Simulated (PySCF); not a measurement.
All values below come from PBE-D3(BJ)/def2-TZVP // PBE-D3(BJ)/def2-SVP in PySCF. Gas-phase values, no solvent. One relaxed conformer stands for a flexible species; it need not be the lowest. 

Reference species: [Cd(CH3)2] (neutral, multiplicity 1).

| Property | Value |
|---|---|
| charge on the central atom (Mulliken) | 0.58 e |
| LUMO | -0.70 eV |
| HOMO | -5.78 eV |

Changed species: [Cd(Br)2] (2 of 2 CH3 replaced by Br; the reference has 0 of 2 CH3 replaced by Br).

Question: Give the shifts of the charge on the central atom (Mulliken), LUMO and HOMO.

Answer: the charge on the central atom (Mulliken) goes up by 0.08 e, to 0.66 e; the LUMO falls by 2.55 eV, to -3.25 eV; the HOMO falls by 1.36 eV, to -7.14 eV.
